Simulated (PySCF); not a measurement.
B(All)(Me)(OH), C4H9BO, SMILES B(C)(O)CC=C, singlet at its GFN2-xTB optimised geometry (Å):

```
15

B      0.0206     0.8516     0.0000
C     -0.7989    -0.5421     0.0329
C     -0.0115    -1.6447    -0.5894
C      0.9456    -2.3197     0.0290
H     -1.7710    -0.4493    -0.4490
H     -0.9803    -0.7712     1.0865
H     -0.2010    -1.8265    -1.6398
H      1.1595    -2.1699     1.0763
H      1.5284    -3.0762    -0.4692
C     -0.7474     2.2397     0.0000
H     -1.2256     2.4076    -0.9631
H     -0.0798     3.0762     0.1833
H     -1.5376     2.2644     0.7464
O      1.3528     0.8516     0.0000
H      1.7710    -0.0163    -0.0121
```

Calculation: CAM-B3LYP/def2-TZVP (PySCF).

Map of the deformation density (molecule minus spherical neutral atoms) (e/bohr³) on the plane z = 1.0 Å:

```
|111111111111111111111111111|
|111111111111111111111111111|
|111111111111111111111111111|
|111111111111111111111111111|
|111111111111111111111111111|
|111111111111111111111111111|
|111111111111111111111111111|
|111111110121111111111111111|
|111111110131011111111111111|
|111111111111111111111111111|
|111111111111000111111111111|
|111111111110000111111111111|
|111111111111000111111111111|
|111111111111111111111111111|
|111111111135211111111111111|
|111111111149200111111111111|
|111111111111100111111111111|
|111111111111000221111111111|
|111111111111111691111111111|
|111111111111111341111111111|
|111111111111111111111111111|
|111111111111111111111111111|
|111111111111111111111111111|
|111111111111111111111111111|
|111111111111111111111111111|
|111111111111111111111111111|
|111111111111111111111111111|
```
Scale: ten equal steps from -0.017 (start of '0') to 0.085 (end of '9'), in the order '0123456789'; x runs from -5.50 to 5.50, y from -5.50 (bottom) to 5.50 (top).
